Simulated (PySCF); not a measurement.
C2H8F2Si2, SMILES FC(F)C[SiH2][SiH3].

The structure is a stationary point at B3LYP-D3(BJ)/def2-SVP. This is a generated structure with no PubChem entry under its InChIKey; it may be hypothetical. The values are those of a single conformer.

Two levels are set side by side: PBE/def2-TZVP (PySCF) and HF/def2-TZVP (PySCF). Same geometry, gas phase. Differences are taken from unrounded values.

```csv
quantity,HF
orbital gap (eV),13.96
highest occupied level (eV),-11.02
lowest empty level (eV),2.93
dipole moment (D),2.14
mean polarisability (bohr³),76.1
```

What does PBE give, and how far is it from HF? (An estimate is asked for; the answer gives what the named calculation found.)


| quantity | PBE | PBE minus HF |
|---|---|---|
| orbital gap (eV) | 6.31 | -7.65 |
| highest occupied level (eV) | -7.20 | 3.82 |
| lowest empty level (eV) | -0.89 | -3.83 |
| dipole moment (D) | 1.70 | -0.44 |
| mean polarisability (bohr³) | 85.9 | 9.8 |

Without exact exchange PBE keeps part of each electron's self-repulsion, which lifts occupied levels and narrows the gap. PBE's more diffuse valence density responds more strongly to a field. Differences between two approximate levels are no errors against the true value.

Rough cost on one machine, each run with all the roots and properties that it gave: HF against PBE about 1/3.
